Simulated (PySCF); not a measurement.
# Dipole moment and polarisability of `N#CC1=CC[C@@H]1F`

Species: C5H4FN.
Cartesian coordinates in Å at the GFN2-xTB level; atoms count from 1:
```xyz
11
C5H4FN angstrom
N      2.4905    2.1812   -0.2399
C      1.5782    1.4901   -0.1587
C      0.4835    0.6254   -0.0697
C     -0.8517    0.7623   -0.0397
C     -1.1261   -0.7072    0.0845
C      0.4101   -0.8907   -0.0120
F      0.9881   -1.4793    1.0760
H     -1.5085    1.6099   -0.0990
H     -1.5301   -1.0149    1.0477
H     -1.7084   -1.1602   -0.7166
H      0.7799   -1.4140   -0.8985
```

Level: PBE0/def2-SVPD (PySCF), static field, nuclei fixed, core orbitals frozen in the response. The polarisability tensor in these axes (au):

```
x   78.31 14.10 -1.64
y   14.10 63.75 -2.56
z   -1.64 -2.56 43.84
```

Give the principal values, the mean and the anisotropy Δα = √{½[(α1 − α2)² + (α2 − α3)² + (α1 − α3)²]}.

Principal values 43.51, 55.31 and 87.07 au; mean 61.97 au = 9.18 Å³ = 10.22 × 10⁻⁴⁰ C²·m²/J; Δα = 39.02 au (63 % of the mean).

What is the dipole moment, and where does it point?

(-4.41, -1.61, -1.01) D, 4.80 D in size, pointing from the negative to the positive side. Measured along this direction, the outermost atoms are N1 at the negative end and H10 at the positive end.

Sum over states: ᾱ = Σ f/ω², ω in Eh. What share falls to these 6 lowest TDDFT singlets (eV, f)? 5.91, 0.0103; 5.98, 0.2623; 6.58, 0.0158; 6.79, 0.0017; 6.91, 0.0060; 7.53, 0.0041.

They add up to 6.09 au, 9.8 % of the 61.97 au; the largest single term is 5.42 au, from the state at 5.98 eV. Terms in order: 0.22, 5.42, 0.27, 0.03, 0.09, 0.05 au. Higher excitations give the rest. The strengths listed sum to 0.300.

Find the Langevin capture rate constant for H3+ (3.023 u) meeting this molecule (97.033 u), k = 2.342 × 10⁻⁹ cm³/s × √(α in Å³ / reduced mass in u).

The reduced mass is 2.93 u, so k = 4.14 × 10⁻⁹ cm³/s. The formula leaves out the permanent dipole, which adds to the capture rate.

What would n − 1 = 2πNα be for an ideal gas of these molecules at 500 K and 1 atm, electronic part alone?

N = p/kT = 1.4678 × 10¹⁹ cm⁻³, so n − 1 = 2π × N × 9.18 × 10⁻²⁴ cm³ = 847 × 10⁻⁶ at long wavelengths, for an ideal gas.

Traceless (Buckingham) quadrupole moment about the centre of nuclear charge: eigenvalues?

-11.47, 2.80, 8.66 D·Å. The values depend on the origin, since the dipole doesn't vanish. The electronic extent ⟨r²⟩ about the same centre is 720 bohr², a root-mean-square distance of 2.01 Å for the 50 electrons.

Give the principal axes and the span of the nuclei along them.

Largest value along (0.85, 0.52, -0.06), where the nuclei span 5.29 Å; middle along (-0.53, 0.84, -0.11), 4.05 Å; least along (-0.01, 0.13, 0.99), 1.99 Å. The response follows the extents in order.

Geometry: GFN2-xTB; no solvent, vibrations or thermal averaging.

These values come from a run that also computed excited states. Time: 15 s of wall time; peak memory 0.73 GiB. Hardware: Intel Xeon 6975P-C, one thread, on a shared host.
